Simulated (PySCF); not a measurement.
Tb⁴⁰⁺ (terbium, charge +40) across methods

[Ar] 3d7, high-spin 4F determinant. All numbers are calculated (PySCF 2.14, scalar relativity by spin-free X2C-1e, in an even-tempered Gaussian basis (18 s from 7.3 bohr⁻², ratio 2.5; 13 p from 9.5 bohr⁻², ratio 2.5; 8 d from 9.5 bohr⁻², ratio 2.5; 4 f from 40 bohr⁻², ratio 2.7; 3 g from 60 bohr⁻², ratio 2.7)).

```json
{"method": "UHF", "E (hartree)": "-10566.62890", "mean ε 3p β (eV)": "-3444.9", "mean ε 3d α (eV)": "-3106.3", "mean ε 3d β (eV)": "-3088.2", "Σ⟨r²⟩ (bohr²)": "0.8846", "⟨S²⟩": "3.750"}
{"method": "BP86", "E (hartree)": "-10569.35", "mean ε 3p β (eV)": "-3385.6", "mean ε 3d α (eV)": "-3045.2", "mean ε 3d β (eV)": "-3032.5", "Σ⟨r²⟩ (bohr²)": "0.8851", "⟨S²⟩": "3.750"}
{"method": "PBE0", "E (hartree)": "-10567.87", "mean ε 3p β (eV)": "-3400.5", "mean ε 3d α (eV)": "-3060.8", "mean ε 3d β (eV)": "-3046.4", "Σ⟨r²⟩ (bohr²)": "0.8852", "⟨S²⟩": "3.750"}
{"method": "LDA", "E (hartree)": "-10559.04", "mean ε 3p β (eV)": "-3383.8", "mean ε 3d α (eV)": "-3044.5", "mean ε 3d β (eV)": "-3029.8", "Σ⟨r²⟩ (bohr²)": "0.8859", "⟨S²⟩": "3.750"}
{"method": "M06-2X", "E (hartree)": "-10569.19", "mean ε 3p β (eV)": "-3416.2", "mean ε 3d α (eV)": "-3077.6", "mean ε 3d β (eV)": "-3059.6", "Σ⟨r²⟩ (bohr²)": "0.8847", "⟨S²⟩": "3.750"}
{"method": "r2SCAN", "E (hartree)": "-10568.39", "mean ε 3p β (eV)": "-3391.1", "mean ε 3d α (eV)": "-3050.7", "mean ε 3d β (eV)": "-3037.0", "Σ⟨r²⟩ (bohr²)": "0.8849", "⟨S²⟩": "3.750"}
```

**Question.** Estimate the same row for PBE.

**Answer.** E (hartree) = -10567.83; mean ε 3p β (eV) = -3384.9; mean ε 3d α (eV) = -3045.0; mean ε 3d β (eV) = -3031.8; Σ⟨r²⟩ (bohr²) = 0.8855; ⟨S²⟩ = 3.750.

Spin-orbit coupling is strong in this species (close to jj coupling), so the high-spin LS determinant is a model state, not a physical level.
